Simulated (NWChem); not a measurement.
SiH2ClF; SMILES [SiH2](Cl)F

```xyz
5

Si    -0.5024     0.5632     0.0000
F      0.7383     1.5825     0.0000
Cl     0.2116    -1.3703     0.0000
H     -1.2881     0.7631    -1.2351
H     -1.2881     0.7631     1.2351
```
Atoms are numbered in this order, from 1.

Results from NWChem. Pople sets run with spherical d functions. Structure relaxed at the B3LYP/6-31G* (spherical d) level. B3LYP is NWChem's, with the RPA form of VWN correlation. GIAO values for the isolated, static molecule; σ is the absolute isotropic shielding, δ = σ(reference) − σ with the isolated reference molecule computed at the same levels (19F: trichlorofluoromethane, 1H: tetramethylsilane, 29Si: tetramethylsilane).

### Question
What does the run give for B3LYP/6-311G**? Quantities: δ Si1 (ppm); δ F2 (ppm); σ Cl3 (ppm); δ H4 (ppm).

### Answer
The δ Si1 (ppm) comes out as -1.7, the δ F2 (ppm) is -189.2 and the σ Cl3 (ppm) is 871.6. The δ H4 (ppm) is 5.68.
